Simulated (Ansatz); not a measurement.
Molecule: CF3, charge -1, multiplicity 1. 
Structure (B3LYP-D3(BJ)/def2-TZVP (Ansatz, a first-principles code) minimum search):
```xyz
4

C     -0.0075    -0.0010     0.5549
F      1.0580    -0.7018    -0.1103
F      0.0815     1.2661    -0.1199
F     -1.1344    -0.5636    -0.1398
```
Charge -1, spin multiplicity 1.

Basis-set convergence of Hartree-Fock and CCSD(T) correlation energies (hartree) with Ansatz. Correlated levels leave the core frozen unless marked. Spin-orbit coupling is left out. No relativistic terms.

```
basis        functions       E(HF)  E(corr, CCSD(T))  rough core time
-----------  ---------  ----------  ----------------  ---------------
aug-cc-pVDZ         92  -336.18679          -0.79642       under 20 s
aug-cc-pVTZ        184           ?                 ?             50 s
```

Complete the blanks.


- aug-cc-pVTZ, E(HF): -336.27528
- aug-cc-pVTZ, E(corr, CCSD(T)): -0.98779
